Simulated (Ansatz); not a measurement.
The first iterations of a band of GaH$_{6}$NOSi (10 atoms, charge 0, multiplicity 1).

The calculation used RKS r2SCAN-D4/def2-SVP (Ansatz).

| Item | Value |
| --- | --- |
| movable images | 9 |
| climbing image | yes |
| spring | 5.0 eV/Å² |
| optimiser | quadratic models (default) |
| start path | through a guess of the saddle point |
| force threshold | 0.05 eV/Å |
| iteration limit | 35 |
| end points | relaxed |

First end point:

```xyz
10
Properties=species:S:1:pos:R:3
N -1.226 1.567 -1.578
Ga 0.199 0.631 -1.010
O -0.164 -0.277 0.489
Si 0.567 -1.300 1.558
H -1.247 2.147 -2.408
H -2.116 1.557 -1.092
H 1.592 0.566 -1.673
H -0.233 -2.554 1.702
H 1.948 -1.678 1.109
H 0.680 -0.659 2.904
```

Last end point:

```xyz
10
Properties=species:S:1:pos:R:3
N -1.041 1.020 -1.084
Ga 0.561 0.420 -0.457
O 0.351 0.146 1.485
Si 0.349 -1.714 1.227
H -1.104 1.255 -2.071
H -1.874 0.503 -0.813
H 1.974 0.967 -0.772
H -1.109 -1.667 0.764
H 0.812 -1.373 -0.326
H 1.080 0.443 2.047
```

| iteration | highest image above the first end (eV) | largest band force component (eV/Å) |
| --- | --- | --- |
| 1 | 6.804 | 12.419 |
| 2 | 4.434 | 5.687 |
| 3 | 3.357 | 3.485 |
| 4 | 2.912 | 2.709 |
| 5 | 2.760 | 1.726 |
| 6 | 2.891 | 1.301 |
| 7 | 2.787 | 1.275 |

Does the band converge within its limit, and where does its top end?

The run converged. It ended after 21 iterations with the highest image 3.248 eV above the first end. Neighbouring images differ by up to 2.0 eV, so the band resolves the path poorly. A vibrational analysis at the climbing image gives one clearly imaginary mode, 1432i cm⁻¹, and a faint second one (33i cm⁻¹) that may be numerical noise or a soft torsion: probably a first-order saddle point. The orbitals stay closed-shell, which can raise the energy where a bond breaks towards radicals; this wasn't checked here.

Time of the run: 13 min on 2 threads of Arm Neoverse V1, with other jobs on the host, peak memory 0.18 GiB.
